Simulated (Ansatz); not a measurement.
Complex (SMILES): [H][H] (H2) with [SiH3][SiH3] (Si2H6), atoms 1 to 2 the first; geometry from B3LYP-D3(BJ)/def2-TZVP, monomers rigid:
```xyz
10

H      0.3397     0.0222     0.2902
H      0.6122     0.2666    -0.3576
Si     0.3200    -3.2284    -1.0917
Si     1.0226    -2.2141    -3.0850
H      0.1535    -4.6882    -1.2985
H      1.3218    -3.0132    -0.0199
H     -0.9775    -2.6616    -0.6511
H      1.2073    -0.7551    -2.8941
H      2.3113    -2.7989    -3.5296
H      0.0137    -2.4266    -4.1514
```

Basis-set convergence of the counterpoise-corrected interaction energy at MP2 with Ansatz (a quantum-chemistry and plane-wave program). Cartesian d functions, on some or all atoms, in 6-31G*, 6-31+G*, 6-311G**; all else is spherical. Cores are frozen. No added dispersion term, no relativity. Functions are those of the species that has most. Reference: Hartree-Fock in aug-cc-pV(Q+d)Z plus the correlation part extrapolated as X^-3 from aug-cc-pV(T+d)Z and aug-cc-pV(Q+d)Z, -0.45 kcal/mol.

| basis | functions | counterpoise-corrected interaction energy (kcal/mol) |
|---|---|---|
| 3-21G | 42 | 0.28 |
| pcseg-0 | 42 | 0.25 |
| def2-SV(P) | 52 | ___ |
| 6-31G* | 54 | 0.28 |
| 6-31+G* | 62 | 0.28 |
| def2-SVP | 76 | 0.03 |
| pcseg-1 | 76 | ___ |
| cc-pV(D+d)Z | 86 | 0.01 |
| 6-311G** | 102 | ___ |
| def2-TZVP | 122 | -0.03 |
| aug-cc-pV(D+d)Z | 136 | -0.28 |
| 6-311++G(3df,3pd) | 238 | ___ |
| aug-pcseg-2 | 284 | -0.35 |
| cc-pV(Q+d)Z | 368 | -0.35 |
| aug-cc-pV(Q+d)Z | 546 | -0.43 |
| aug-pcseg-3 | 570 | -0.41 |
| cc-pV(5+d)Z | 640 | -0.40 |
| pcseg-4 | 698 | -0.41 |

Fill in the missing entries.


- def2-SV(P), counterpoise-corrected interaction energy (kcal/mol): 0.22
- pcseg-1, counterpoise-corrected interaction energy (kcal/mol): 0.14
- 6-311G**, counterpoise-corrected interaction energy (kcal/mol): 0.05
- 6-311++G(3df,3pd), counterpoise-corrected interaction energy (kcal/mol): -0.32
